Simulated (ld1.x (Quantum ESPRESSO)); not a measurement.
Configuration tests for arsenic (As) (PAW)

```
Element                 : As (Z = 33)
Generator               : ld1.x (Quantum ESPRESSO) 7.5
Type                    : PAW
Functional              : LDA (PZ)
Relativity              : scalar-relativistic
Frozen core             : [Ar]
Valence charge          : 15
Reference configuration : 3d10 4s2 4p3
Partial waves           : 4s (bound): rcut 1.15, rcutus 1.45 bohr; 4s channel at 0.2 Ry: rcut 1.15, rcutus 1.45 bohr; 4p (bound): rcut 1.35, rcutus 1.50 bohr; 4p channel at 0.6 Ry: rcut 1.35, rcutus 1.50 bohr; 3d (bound): rcut 0.65, rcutus 0.85 bohr; 3d channel at 0.5 Ry: rcut 0.65, rcutus 0.85 bohr
Local potential         : all-electron potential smoothed inside 0.85 bohr (lloc = -1)
Core correction         : Bessel-smoothed model core, default radius (core density twice the valence density)
Augmentation charge     : BESSEL, radius 0.65 bohr
```

Energies are relative to the spin-unpolarised reference configuration 3d10 4s2 4p3; without spin polarisation the order of configurations can differ from experiment. Spin-polarised rows fill each open shell by Hund’s rule, majority spin first. The frozen-core shift is the all-electron ΔE with the core orbitals held at their reference shape minus the fully relaxed ΔE.

```
        valence configuration  charge  ΔE all-electron (eV)  error AE − PS (meV)  frozen-core shift (meV)
                 3d10 4s2 4p2      +1                 9.325                 -1.4                     +1.1
                 3d10 4s2 4p1      +2                27.488                 -4.3                     +3.7
                  3d9 4s2 4p4       0                40.207                 -291                     +331
                 3d10 4s0 4p5       0                19.206                 -1.1                     +1.6
                 3d10 4s1 4p3      +1                19.487                 -1.9                     +1.8
                  3d9 4s2 4p3      +1                51.093                 -306                     +344
3d10 4s2 4p3 (spin-polarised)       0                -1.324                 +0.5                     +0.6
3d10 4s2 4p2 (spin-polarised)      +1                 8.597                 -1.0                     +1.4
```

Task: What are ΔE and the potential's error for 3d10 4s2 4p0?

Result: ΔE = 55.528 eV all-electron; the error (AE − PS) is -9.8 meV.

Levels in the configuration 3d10 4s2 4p2 (spin-polarised):

| level | all-electron (eV) | pseudo (eV) |
| --- | --- | --- |
| 3d up | -50.659 | -50.670 |
| 4s up | -24.192 | -24.193 |
| 4p up | -14.121 | -14.122 |
| 3d down | -50.427 | -50.435 |
| 4s down | -22.679 | -22.679 |

Note: ghost states, extra bound levels that the all-electron valence spectrum of the same l lacks: s at -217.6 eV, p at -77.8 eV. A true bound ghost makes a file unfit for plane-wave use.
